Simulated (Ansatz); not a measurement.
**Two structures, one formula**

Two relaxed structures of BSnNH₅ (charge +1), closed shell (PBE0-D4/def2-TZVP; forces vanish, vibrations not checked).

A:

N1  (-0.419, 0.255, -0.020)
B2  (0.335, 1.280, -0.215)
Sn3  (0.369, -1.581, 0.940)
H4  (-1.399, 0.173, -0.268)
H5  (-0.648, -1.634, 2.285)
H6  (1.094, 2.162, -0.352)
H7  (1.960, -1.074, 1.194)
H8  (0.097, -2.675, -0.314)
(Å)

B:

```
8
angstrom
N -0.9905 0.9611 -0.8298
B -0.3092 0.0940 -0.0939
Sn 0.8534 -1.4300 1.1603
H -1.7422 0.6898 -1.4592
H -0.8139 1.9628 -0.8214
H 0.4517 -1.0071 2.7445
H 2.4536 -1.1529 0.6975
H 0.1828 -2.8801 0.6047
```

Program: Ansatz 0.2.0. Basis: def2-TZVPP. Cores are frozen in the correlated methods. Filled d shells of the heavier atoms are correlated. Core potentials replace the inner electrons of the atoms past krypton. The def2 sets are not built for correlating such inner shells, so the correlated values are less sure here. B3LYP uses VWN-RPA correlation.

Problem. Which structure is lower at CCSD(T), and by how much? (Judge from chemistry; the value comes from the calculation.)

Solution. The calculation gives: A, by 6.82 kcal/mol (electronic energy, against the other). By their contacts, A is BSnNH₅ ([BH][NH][SnH3]), total charge +1 and B is BSnNH₅ ([NH2][B][SnH3]), total charge +1.

All methods give the same order:

| method | E(B) − E(A) (kcal/mol) |
| --- | --- |
| PBE-D4 | 5.84 |
| r2SCAN-D4 | 6.93 |
| PBE0-D4 | 5.39 |
| B3LYP-D4 | 8.09 |
| wB97M-V | 7.08 |
| HF | 7.17 |
| MP2 | 9.13 |
| CCSD | 6.45 |
| CCSD(T) | 6.82 |

No T1 diagnostic of these runs exceeds 0.015.

Labels in which every atom is bracketed show which atoms are joined, not bond orders.

For scale, one of the runs: CCSD(T)/def2-TZVPP, 182 basis functions, launched by `ansatz run in.yaml --threads 2 --pin off --events-out ev --progress --plain --max-ram 4352MiB`. The run took 63 s on 2 CPU threads of an Arm Neoverse V2 (shared host), with 2 GiB of host memory at its peak.
